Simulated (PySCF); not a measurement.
## Ir: excitation energy

Ir [Xe] 4f14 5d7 6s2 (4F) → Ir [Xe] 4f14 5d6 6s2 6p1 (high-spin determinant), as a difference of total energies. Computed with PySCF 2.14 in def2-TZVPPD with the def2 core potential (60 electrons) (6s5p3d2f1g, 59 functions), with a scalar-relativistic core potential. Correlated levels: valence: 5s2 5p6 frozen. The calculations carry no spin-orbit coupling.

```tsv
method	excitation energy (eV)
UHF	4.542
MP2 (valence)	5.618
SCS-MP2 (valence)	5.820
CCSD (valence)	5.323
CCSD(T) (valence)	5.100
```

Task: How much does correlation contribute at CCSD(T) (valence)?

Result: 5.100 − (4.542) = 0.558 eV, measured against UHF.

The coupled-cluster amplitudes are large for the upper state (T1 above 0.03 or a double amplitude above 0.15), so a single reference is strained.

The determinant of the upper state mixes LS terms, which raises its energy above the lowest term, most at the Hartree-Fock and MP2 levels.
